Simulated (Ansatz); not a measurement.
Reactions of C4H8O (`CC=CCO`).

Gas-phase electronic energies from Ansatz, PBE0-D4/def2-TZVP geometries. CCSD(T)/CBS is the MP2 limit (def2-TZVPP, def2-QZVPP) plus CCSD(T) − MP2 in def2-TZVPP, frozen cores. This one scheme is used for every species, atoms too. For atomizations the MP2-based limit and the directly extrapolated one differ by several kJ/mol either way, and by 10 to 25 for some Ge, Se and Sn compounds, so smaller differences from it don't rank the levels. Double bonds are as drawn, so ΔE can hold a change between cis and trans. DFT in def2-TZVPP. B3LYP here is the variant with VWN-RPA as its local correlation; programs differ in this. Open shells (•) are unrestricted, without spin–orbit coupling. Spin–orbit coupling would lower the free atoms: a little for C, O. Elements past krypton have def2 core potentials. Bonds to Br, Te are less sure, by a few kJ/mol each and by 10 to 20 or more in all where they break to atoms, as the def2 sets lack core-valence functions. Scalar relativity is left out up to krypton. Each species was taken in one conformer, which may not be the lowest.

| reaction | B3LYP-D4 (kJ/mol) | CCSD(T)/CBS(def2) (kJ/mol) |
| --- | --- | --- |
| `C/C=C/CO` → `C=C(C)CO` | -2 | -3 |
| `C/C=C/CO` → `[CH2]` (triplet) + `C=CCO` | 440 | 447 |
| `C/C=C/CO` + HCl → `C/C=C/CCl` + H₂O | -25 | -29 |
| `C/C=C/CO` + `OC(F)[TeH]` → `COC(F)[TeH]` + `C=CCO` | 58 | 60 |
| `C/C=C/CO` → `[CH2]` (triplet) + `C/C=C/O` | 414 | 425 |
| `C/C=C/CO` + H₂O → `OCO` + `C=CC` | 18 | 27 |
| `C/C=C/CO` + `NCC(F)(F)F` → `CNCC(F)(F)F` + `C=CCO` | 38 | 40 |
| `C/C=C/CO` → 4 C• + 8 H• + O• | 5253 | 5248 |
| `C/C=C/CO` + HBr → `OC/C=C/Br` + CH₄ | 11 | 15 |
| `C/C=C/CO` + `C#C` → `C#C/C=C/C` + CH₃OH | -26 | -15 |

Largest T1 diagnostic: 0.013, for `C#C`.
